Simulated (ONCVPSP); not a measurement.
# Potentials for Al (Z = 13) compared

Generated with ld1.x 7.5 (TM, RRKJ, ultrasoft, PAW), atompaw 4.2 or ONCVPSP 4.0.1. The cutoff is in Ry: for ld1.x and atompaw files where the sum of valence levels is converged to 10 mRy in a Bessel basis, for ONCV files where the hardest occupied wave has 1 mHa per electron of residual kinetic energy. The error is the largest all-electron minus pseudo excitation energy over each file’s own four to seven test configurations (ionisations up to +4, promotions, holes and added fractions of an electron), all of which were solved. The labels leave out finer settings (local radius, basis sizes, second energies), which also bear on the numbers. Spin-polarised tests are not counted. The rows are a selection from randomly drawn settings: files with unsolved tests, undetermined cutoffs or missed reference levels are left out.

```tsv
potential	cutoff (Ry)	largest error (meV)	bound ghosts
ONCV, LDA (Perdew-Wang 92), scalar-relativistic, rc 2.30/2.10/1.75 (spd), local smoothed, core correction yes, reference 3s2 3p1, qcut 3.3/4/5.5, projectors 2/2/1	10	+12	none
ONCV, PBE, scalar-relativistic, rc 1.95/1.90 (sp), local smoothed, core correction no, reference 3s2, qcut 4.3/4.7, projectors 2/2	12	+27	none
ONCV, LDA (Perdew-Zunger), scalar-relativistic, rc 1.90/1.75 (sp), local smoothed, core correction yes, reference 3s1.5, qcut 3.2/5.5, projectors 3/2	15	+23	none
```

**Question.** Fill in the row for Al: ONCV, PBEsol, non-relativistic, rc 1.90/1.65/1.65 (spd), local d, core correction no, reference 3s1, qcut 2.7/4.2/5, projectors 1/2/0.

**Answer.** cutoff 36 Ry, largest error +72 meV, bound ghosts: none.

**Question.** Fill in the row for Al: ONCV, PBEsol, scalar-relativistic, rc 1.10/1.15 (sp), local smoothed, core correction no, reference 2s2 2p6 3s2 3p0.5, qcut 10.1/10.7, projectors 2/2.

**Answer.** cutoff 103 Ry, largest error -1.1 meV, bound ghosts: none.
